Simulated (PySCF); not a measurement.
NMR data sheet: C$_{7}$H$_{10}$O$_{4}$

```yaml
Formula: C7H10O4
SMILES: COC(=O)C(=O)OC1CCC1
Point_group_of_the_computed_structure: C1
Degrees_of_unsaturation: 3
Carbon_signals: 6
Proton_signals: 6
```

Numbering as in the mapped SMILES `[CH3:1][O:2][C:3](=[O:4])[C:5](=[O:6])[O:7][CH:8]1[CH2:9][CH2:10][CH2:11]1`. Hydrogens are named by the atom that carries them. Ha(C9), Ha(C10), Ha(C11) are cis to O7 on the ring; Hb(C9), Hb(C10), Hb(C11) are trans to O7 on the ring.

[PySCF 2.14.0 with density-fitted response routines: structure optimised with GFN2-xTB; GIAO PBE0/pcSseg-1 shieldings; isolated molecule; non-relativistic; fast rotation and ring inversion assumed for equivalent nuclei; a single conformation]

Scale: ¹H (σref 31.72), ¹³C (σref 186.93) against TMS; H2O for ¹⁷O (σref 336.08) (reference shieldings calculated alike).

```tsv
carbon	δC, type	δH (multiplicity)	HMBC from (2–3 bonds)	span of the C tensor (ppm)
C1	52.5, CH3	4.23 (s)	–	84
C3	163.4, C	–	H(C1)	163
C5	161.2, C	–	H(C8)	167
C8	68.1, CH	6.01 (m)	Ha(C9)/Ha(C11), Hb(C9)/Hb(C11), Ha(C10), Hb(C10)	78
C9/C11	31.2, CH2	Hb(C9) 2.47 (m); Ha(C9) 2.50 (m)	H(C8), Ha(C9)/Ha(C11), Hb(C9)/Hb(C11), Ha(C10), Hb(C10)	46
C10	12.8, CH2	Hb(C10) 1.72 (m); Ha(C10) 1.92 (m)	H(C8), Ha(C9)/Ha(C11), Hb(C9)/Hb(C11)	22
```

Other nuclei:
```
atoms  nucleus            environment  δ (ppm)  σ (ppm)
   O4      ¹⁷O  ester carbonyl oxygen    422.4    -86.3
   O6      ¹⁷O  ester carbonyl oxygen    420.1    -84.0
   O7      ¹⁷O    ester alkoxy oxygen    244.5     91.6
   O2      ¹⁷O    ester alkoxy oxygen    189.0    147.1
```

- Carbon types of the structure: 2 × C, 1 × CH, 3 × CH2, 1 × CH3, which accounts for all hydrogens.
- δC 163.4, 161.2: ester carbonyl carbon; it is a carbonyl in resonance with an O or N lone pair, the region of acids, esters and amides.
- δC 68.1: sp3 CH bonded to O; the inductive effect lowers its shielding.
- δC 52.5: methyl carbon bonded to O; pulled downfield by the heteroatom.
- δH 6.01: hydrogen on an sp3 CH bonded to O; its carbon carries O, an electronegative neighbour.
- δH 4.23: hydrogen on a methyl carbon bonded to O; its carbon carries O, which withdraws density.

Shifts are as computed. Against solution values, carbons near 30 ppm lie about +3 ppm off and those near 130 ppm about +5 ppm. Of 1211 compounds with measured shifts, 218 miss one by over three times the rms of a fit or turn the order of signals round; such compounds aren't used in these exercises. Unscaled 17O shifts of doubly bonded oxygen tend to come out too high, by tens of ppm or more. Experimental scales use liquid or dissolved standards, which lie at an offset from isolated H2O (liquid H2O: subtract about 36 ppm). No couplings were computed; multiplicities are counted from neighbouring protons, with m where these are inequivalent, close in shift, in a saturated or five-membered ring or joined by F or P, and br s for small geminal =CH2 splittings.
